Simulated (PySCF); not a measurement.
Radial density of Ru(3+) (ruthenium, charge +3)

B3LYP, [Kr] 4d5, high-spin 6S determinant. Computed with PySCF 2.14 in aug-cc-pVTZ-PP with ECP28MDF (6s6p5d3f2g, 88 functions), with scalar relativity through the core potential. This is the valence pseudo-density: the core potential removes the inner electrons and smooths the orbitals near the nucleus.

```
r (bohr)  4πr²ρ (e/bohr)  4πr²(ρα − ρβ)
  0.0314       2.395e-05         0.0000
  0.0528       5.756e-05         0.0000
  0.0888       0.0001939         0.0000
   0.149        0.001655         0.0005
   0.251         0.02645         0.0095
   0.423          0.7052         0.1777
   0.711           8.531         1.8539
    1.20           11.63         4.0794
    2.01           2.210         1.5319
    3.38         0.08102         0.0773
    5.69       0.0001616         0.0002
```

Energies and moments cover only the electrons outside the core potential.
